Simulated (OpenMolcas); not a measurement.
Computed levels of 4f⁵ in ions with 59 electrons, in cm-1 above ⁶H°_5/2.

| Property | Result |
| --- | --- |
| Program | OpenMolcas |
| Method | CASSCF |
| Basis | ANO-RCC-VQZP |
| Scalar Hamiltonian | DKH2, point nucleus |
| Spin-orbit coupling | RASSI with atomic mean-field integrals over the reference wave functions, term energies averaged over their components |

Active space for each ion: 5 electrons in 7 orbitals (4f).

| Level | Pm2+ | Eu4+ |
| --- | --- | --- |
| ⁶H°_7/2 | 837 | 1358 |
| ⁶H°_9/2 | 1842 | 2954 |
| ⁶H°_11/2 | 2974 | 4714 |
| ⁶H°_13/2 | 4202 | 6581 |
| ⁶H°_15/2 | 5501 | 8516 |
| ⁶F°_1/2 | 7080 | 9168 |
| ⁶F°_3/2 | 7314 | 9489 |
| ⁶F°_5/2 | 7760 | 10148 |
| ⁶F°_7/2 | 8480 | 11288 |

Problem. Estimate ⁶H°_15/2, ⁶F°_1/2, ⁶F°_3/2 for Sm3+ from its neighbours Pm2+ and Eu4+.

Solution. ⁶H°_15/2 is fine structure, which grows about as the fourth power of a screened charge, so the fourth roots are averaged: ((5501^0.25 + 8516^0.25) / 2)^4 = 6885. The calculation gives 6962, so the estimate is off by -1.1 %.
⁶F°_1/2 is another term, which grows about linearly with the charge: (7080 + 9168) / 2 = 8124. The calculation gives 8153, so the estimate is off by -0.4 %.
⁶F°_3/2 is another term, which grows about linearly with the charge: (7314 + 9489) / 2 = 8402. The calculation gives 8433, so the estimate is off by -0.4 %.

High states are left out of the spin-orbit mixing, which shifts the levels that they would mix with. Without dynamic correlation excited terms often stand tens of per cent too high (terms of higher spin than the ground term too low), and those without a measured partner can miss by more than the paired ones. Only configurations of the active space appear.

° marks odd parity.
